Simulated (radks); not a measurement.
Species: Pr48+. Configuration: [Ne] 3s1. Calculated with a radial shooting solver on a logarithmic mesh with Libxc functionals: scalar-relativistic Kohn-Sham, r2SCAN, spin-polarised, spherical densities, finite nucleus; open shells are filled with parallel spins first (spin-orbit coupling, left out, can overturn this in heavy ions); meta-GGA in the generalised Kohn-Sham scheme; Fermi nuclear charge, rms radius 4.8919 fm.

Normalised radial functions P(r) = r R(r), r in bohr:

| r | 2s down | 2p down |
|---|---|---|
| 0.001308 | 0.5011 | 0.0138 |
| 0.001816 | 0.6522 | 0.0243 |
| 0.002501 | 0.8328 | 0.0423 |
| 0.003472 | 1.0504 | 0.0745 |
| 0.004781 | 1.2839 | 0.1289 |
| 0.006637 | 1.5172 | 0.2241 |
| 0.009213 | 1.6894 | 0.3837 |
| 0.01269 | 1.7108 | 0.6335 |
| 0.01761 | 1.4584 | 1.0228 |
| 0.02426 | 0.8215 | 1.5540 |
| 0.03367 | -0.2810 | 2.2243 |
| 0.04637 | -1.6428 | 2.8707 |
| 0.06437 | -2.8724 | 3.2622 |
| 0.08936 | -3.3094 | 3.0786 |
| 0.1231 | -2.6860 | 2.2761 |
| 0.1708 | -1.4394 | 1.1812 |
| 0.2352 | -0.4691 | 0.3911 |
| 0.3266 | -0.0736 | 0.0651 |
| 0.4497 | -0.0048 | 0.0047 |
| 0.6243 | -0.0001 | 0.0001 |

2s down: eigenvalue -9982.4 eV, 1 radial node at r = 0.0313 bohr, <r> = 0.101 bohr, 90 % of the charge inside 0.156 bohr. 2p down: eigenvalue -9304.7 eV, 0 radial nodes, <r> = 0.0886 bohr, 90 % of the charge inside 0.144 bohr.
